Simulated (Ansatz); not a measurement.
Te2Au3, 5 atoms. Hardware: 4 threads of Intel Xeon Platinum 8259CL on a shared host.

In the def2 sets Au, Te take a core potential; there is no spin–orbit coupling. Correlated methods freeze 8 core orbitals; core or outer-core shells of Au, Te are correlated, in sets that lack core-valence functions.

Question: How many basis functions does each of these Ansatz runs have, and roughly what does it cost? CAM-B3LYP-D4/def2-TZVP, charge 0 doublet, energy, from earlier orbitals; LDA (SPW92)/def2-TZVP, charge 0 doublet, energy, from earlier orbitals; PBE-D4/def2-SVP, charge 0 doublet, energy with a search over starts; PBE-D4/def2-TZVP, charge 0 doublet, energy and forces, from earlier orbitals; RPA@PBE/def2-TZVP, charge 0 doublet, energy, from earlier orbitals; PBE0-D4/def2-TZVP, charge 0 doublet, energy, from earlier orbitals; PBE-D4/def2-SVP, charge 0 doublet, energy, from earlier orbitals; r2SCAN-D4/def2-TZVP, charge 0 doublet, energy, from earlier orbitals; MP2/def2-TZVP, charge 0 doublet, energy, from earlier orbitals; B2PLYP/def2-TZVP, charge 0 doublet, energy, from earlier orbitals; PBE-D4/def2-SVP, charge 0 doublet, relaxation, 8 steps; PBE0-D4/def2-SVP, charge 0 doublet, energy, from earlier orbitals.

Answer: Other jobs shared the machine, so times can vary by a factor of up to 3. A dash marks memory too small to be measured apart from the calling script's.

| run | functions | fitting or Cholesky vectors | wall time | peak host memory (GiB) |
| --- | --- | --- | --- | --- |
| LDA (SPW92)/def2-TZVP, charge 0 doublet, energy, from earlier orbitals | 220 | 1846 | 3.2 s | – |
| PBE-D4/def2-SVP, charge 0 doublet, energy, from earlier orbitals | 148 | 1600 | 3.6 s | – |
| PBE-D4/def2-TZVP, charge 0 doublet, energy and forces, from earlier orbitals | 220 | 1846 | 6.5 s | – |
| PBE0-D4/def2-SVP, charge 0 doublet, energy, from earlier orbitals | 148 | 1644 | 7 s | 0.76 |
| r2SCAN-D4/def2-TZVP, charge 0 doublet, energy, from earlier orbitals | 220 | 1846 | 12 s | 0.58 |
| PBE0-D4/def2-TZVP, charge 0 doublet, energy, from earlier orbitals | 220 | 2088 | 13 s | 1.1 |
| PBE-D4/def2-SVP, charge 0 doublet, energy with a search over starts | 148 | 1600 | 16 s | – |
| RPA@PBE/def2-TZVP, charge 0 doublet, energy, from earlier orbitals | 220 | 2088 | 18 s | 1.1 |
| MP2/def2-TZVP, charge 0 doublet, energy, from earlier orbitals | 220 | 2088 | 19 s | 1 |
| CAM-B3LYP-D4/def2-TZVP, charge 0 doublet, energy, from earlier orbitals | 220 | 2088 | 24 s | 1.5 |
| B2PLYP/def2-TZVP, charge 0 doublet, energy, from earlier orbitals | 220 | 2088 | 27 s | 1.2 |
| PBE-D4/def2-SVP, charge 0 doublet, relaxation, 8 steps | 148 | 1600 | 30 s | – |
